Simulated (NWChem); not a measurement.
**A calculation on F2Zn**

SMILES: [F][Zn][F]
```xyz
3

Zn     0.0000     0.0000     0.0000
F      0.0000     0.0000     1.7300
F      0.0000     0.0000    -1.7300
```
Charge 0, spin multiplicity 1.

All runs are NWChem calculations. All single points use one geometry, from PBE0/def2-SVP, a minimum by its harmonic frequencies.

Symmetry labels belong to the abelian group D2h used in the runs, with the axes of the coordinates shown; states degenerate in a higher group split over its labels.

B3LYP has NWChem's definition, with VWN1-RPA local correlation. The structure started from a generated list of species.

Problem. List the lowest 6 singlet excitations that TD-B3LYP/def2-SVPD, VWN1-RPA local correlation gives, with oscillator strengths.

Solution. 
| state | symmetry | energy (eV) | wavelength (nm) | f |
|---|---|---|---|---|
| 1 | b3g | 6.46 | 192 | 0.000 |
| 2 | b2g | 6.46 | 192 | 0.000 |
| 3 | b2u | 7.22 | 172 | 0.043 |
| 4 | b3u | 7.22 | 172 | 0.043 |
| 5 | ag | 8.02 | 155 | 0.000 |
| 6 | b1u | 8.18 | 152 | 0.091 |
